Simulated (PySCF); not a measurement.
# Input and output

[HfO(OH)3]− (singlet). PySCF 2.14.0, RKS B3LYP, Hf def2-SVP with ECP60, O def2-SVP, H def2-SVP; non-relativistic Hamiltonian with scalar-relativistic core potentials where named; density fitting; no spin-orbit coupling. Purpose: singlet excitations, Tamm-Dancoff B3LYP.

```python
mol = gto.M(atom='''
Hf    -0.37043     0.00000     0.11969
O      0.54330     0.00000     1.71154
O      0.17246     1.68595    -0.91294
H      0.82458     2.26197    -0.47571
O     -2.38287     0.00000     0.51406
H     -2.65753     0.00000     1.44773
O      0.17246    -1.68595    -0.91294
H      0.82458    -2.26197    -0.47571''',
    basis={'Hf': 'def2-SVP', 'O': 'def2-SVP', 'H': 'def2-SVP'},
    ecp={'Hf': 'def2-SVP'},
    charge=-1, spin=0)
mf = dft.RKS(mol, xc='B3LYP')
mf.grids.atom_grid = (50, 194)
mf = mf.density_fit()  # fitting sets: Hf def2-universal-JKFIT, O def2-universal-JKFIT, H def2-universal-JKFIT
mf.conv_tol = 1e-08; mf.max_cycle = 55
mf.kernel(dm0)  # dm0: converged density of the relaxed state
td = mf.TDA(); td.nstates = 8; td.kernel()
```

Run from Python with OMP_NUM_THREADS=2; the lines above give its settings. Where DIIS fails, smearing, a level shift and second-order steps follow.
It took 40 s on 2 threads of Arm Neoverse V2, on a shared host, from an already converged density.

Q: Where do the frontier levels lie, over both spins?

A: HOMO -2.04 eV, LUMO 3.88 eV. 

Q: What does the SCF print?

A: 
```
init E= -350.783723089198
cycle= 1 E= -350.781073405019  delta_E= 0.00265  |g|= 0.166  |ddm|= 0.251
cycle= 2 E= -350.744307758872  delta_E= 0.0368  |g|= 0.455  |ddm|= 0.472
cycle= 3 E= -350.786066365445  delta_E= -0.0418  |g|= 0.0673  |ddm|= 0.356
cycle= 4 E= -350.786988107077  delta_E= -0.000922  |g|= 0.00485  |ddm|= 0.0496
cycle= 5 E= -350.786992851177  delta_E= -4.74e-06  |g|= 0.00164  |ddm|= 0.00679
cycle= 6 E= -350.78699350147  delta_E= -6.5e-07  |g|= 0.000205  |ddm|= 0.00202
cycle= 7 E= -350.786993511054  delta_E= -9.58e-09  |g|= 5.13e-05  |ddm|= 0.00021
Extra cycle  E= -350.786993509827  delta_E= 1.23e-09  |g|= 9.41e-05  |ddm|= 0.000106
converged SCF energy = -350.786993509827
```

Q: What are the Mulliken charges and spins?

A: 
```tsv
atom	charge (e)	spin (e)
Hf1	0.601	0.000
O2	-0.531	0.000
O3	-0.527	0.000
H4	0.170	0.000
O5	-0.527	0.000
H6	0.169	0.000
O7	-0.527	0.000
H8	0.170	0.000
```

Q: Which singlet excitations follow (Tamm-Dancoff, 8 states)?

A: 
```tsv
state	eV	oscillator strength
1	5.01	0.0485
2	5.01	0.0483
3	5.23	0.0125
4	5.80	0.0001
5	5.88	0.0031
6	5.89	0.0033
7	5.90	0.0003
8	6.10	0.0089
```
For an anion in a basis without diffuse functions, states above the detachment energy aren't bound: they are resonances at best, or continuum confined by the basis.
Functionals without range separation put charge-transfer states too low; the basis has no diffuse functions.

The geometry was relaxed with BP86 (Hf def2-SVP with ECP60, O def2-SVP, H def2-SVP).
